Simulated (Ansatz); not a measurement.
The inner images of a band of BrH + Cl2GaHO (7 atoms, charge 0, multiplicity 1) are given out of order.

Theory: RHF/def2-SVP (Ansatz 0.2.0).

Initial state:

```xyz
7
Properties=species:S:1:pos:R:3
Ga -0.052 -0.172 0.037
O -0.072 -0.452 1.778
H -0.900 -0.593 2.212
Cl 1.791 -0.373 -1.016
Cl -1.895 0.023 -1.035
Br 0.432 2.877 1.043
H 0.649 2.149 2.232
```

Final state:

```xyz
7
Properties=species:S:1:pos:R:3
Ga 0.122 0.661 -0.105
O 0.017 0.079 1.891
H -0.747 -0.425 2.148
Cl 1.798 -0.463 -0.857
Cl -1.858 -0.045 -0.635
Br 0.412 2.928 0.244
H 0.208 0.723 2.564
```

Problem. Put them in order from the first end to the last, with their energies above the first end.
A.
```xyz
7
Properties=species:S:1:pos:R:3
Ga 0.099 0.513 -0.095
O 0.026 0.083 1.893
H -0.624 -0.425 2.364
Cl 1.813 -0.463 -0.945
Cl -1.851 0.027 -0.879
Br 0.418 2.737 0.694
H 0.073 0.986 2.219
```
B.
```xyz
7
Properties=species:S:1:pos:R:3
Ga -0.015 -0.050 0.048
O -0.017 -0.227 1.816
H -0.774 -0.569 2.266
Cl 1.800 -0.419 -1.007
Cl -1.882 0.099 -0.987
Br 0.486 2.813 1.058
H 0.355 1.811 2.057
```
C.
```xyz
7
Properties=species:S:1:pos:R:3
Ga 0.033 0.179 0.021
O -0.016 0.015 1.853
H -0.649 -0.508 2.325
Cl 1.816 -0.445 -0.974
Cl -1.870 0.105 -0.958
Br 0.451 2.670 1.038
H 0.189 1.441 1.946
```
D.
```xyz
7
Properties=species:S:1:pos:R:3
Ga 0.112 0.608 -0.114
O 0.024 0.088 1.897
H -0.643 -0.476 2.272
Cl 1.789 -0.486 -0.901
Cl -1.856 0.000 -0.770
Br 0.430 2.843 0.446
H 0.095 0.880 2.421
```
E.
```xyz
7
Properties=species:S:1:pos:R:3
Ga 0.067 0.335 -0.034
O 0.010 0.102 1.879
H -0.618 -0.445 2.348
Cl 1.827 -0.433 -0.970
Cl -1.861 0.070 -0.939
Br 0.424 2.686 0.930
H 0.105 1.143 2.037
```

Solution. B (+1.2 kcal/mol), C (+6.6 kcal/mol), E (-12.5 kcal/mol), A (-30.4 kcal/mol), D (-35.2 kcal/mol).

Time of the run: 2.9 min on 2 threads of Arm Neoverse V2 (shared host), peak memory 0.35 GiB.
